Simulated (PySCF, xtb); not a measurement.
disilylmethane cation (CH8Si2), SMILES [SiH3]C[SiH3] (connectivity only; charge and spin as stated), charge +1, multiplicity 2. Atoms are numbered in the order given.

```xyz
11

Si     1.4800     0.0000     0.2601
C      0.0000     0.0000    -1.0690
Si    -1.4800     0.0000     0.2601
H      2.4862     0.0000    -0.8470
H      1.4147    -1.2441     1.0528
H      1.4147     1.2441     1.0528
H      0.0000     0.9076    -1.6924
H      0.0000    -0.9076    -1.6924
H     -1.4147    -1.2441     1.0528
H     -1.4147     1.2441     1.0528
H     -2.4862     0.0000    -0.8470
```
Charge +1, spin multiplicity 2.

Geometry: ωB97X-D3(BJ)/def2-SVP. The geometry has at least one imaginary mode, so it is a saddle point at that level. The multiplicity is an assumed one; other spin states were not compared.

These are IEF-PCM-B3LYP/def2-SVP (PySCF 2.14.0) values and carry that method's errors.

The values are the electrostatic part of the solvation free energy, E(continuum) − E(gas) at the gas-phase geometry, in a cavity of scaled van der Waals radii (PySCF's table); cavitation and dispersion terms are not included.

| solvent | ε | ΔG(elec) (kcal/mol) |
|---|---|---|
| water | 78.36 | -54.0 |
| chlorobenzene | 5.70 | -45.0 |
| benzene | 2.27 | -30.5 |

For comparison, GFN2-xTB/ALPB(water) (xtb, at the GFN2-xTB geometry, all terms of that model) gives -44.4 kcal/mol.
